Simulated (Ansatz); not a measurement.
`[CH3][Sn]([F])([F])[SiH3]` + HCl → `[CH3][Sn]([F])([F])[Cl]` + SiH₄  (cleavage of the Sn–Si bond)

Program: Ansatz. Geometries: PBE0-D4/def2-TZVP. ΔE: electronic, gas phase. CCSD(T)/CBS adds triple-zeta CCSD(T) − MP2 to the extrapolated MP2 energy (def2 sets, frozen cores). This one scheme is used for every species. Functionals use def2-TZVPP. B3LYP here is the variant with VWN-RPA as its local correlation; programs differ in this. def2 core potentials past Kr. For Sn outer-core shells are correlated without core-valence functions, which leaves a few kJ/mol of doubt a bond.

```csv
level,ΔE (kcal/mol),difference from CCSD(T)/CBS
PBE-D4,-11.2,2.9
PBE0-D4,-12.3,1.8
ωB97M-V,-14.4,-0.3
B2PLYP,-14.7,-0.6
r2SCAN,-14.1,0.0
PBE0,-12.5,1.6
B3LYP,-14.1,0.0
HF/def2-TZVPP,-19.3,-5.2
SCS-MP2/def2-TZVPP,-15.4,-1.3
CCSD/def2-TZVPP,-14.0,0.1
CCSD(T)/def2-TZVPP,-13.9,0.2
MP2/def2-QZVPP,-14.9,-0.8
SCS-MP2/def2-QZVPP,-15.7,-1.6
HF/CBS(def2),-19.8,-5.7
MP2/CBS(def2),-14.8,-0.7
CCSD/CBS(def2),-14.2,-0.1
CCSD(T)/CBS,-14.1,0
```

Largest T1 diagnostic among the species: 0.014.

From PBE to PBE0 (25 % exact exchange), in def2-TZVPP and without D4, ΔE moves by −1.0 kcal/mol. In def2-TZVPP, CCSD(T) changes the Hartree–Fock value by +5.4 kcal/mol (the triples alone add +0.1 kcal/mol) and MP2 by +4.6 kcal/mol.
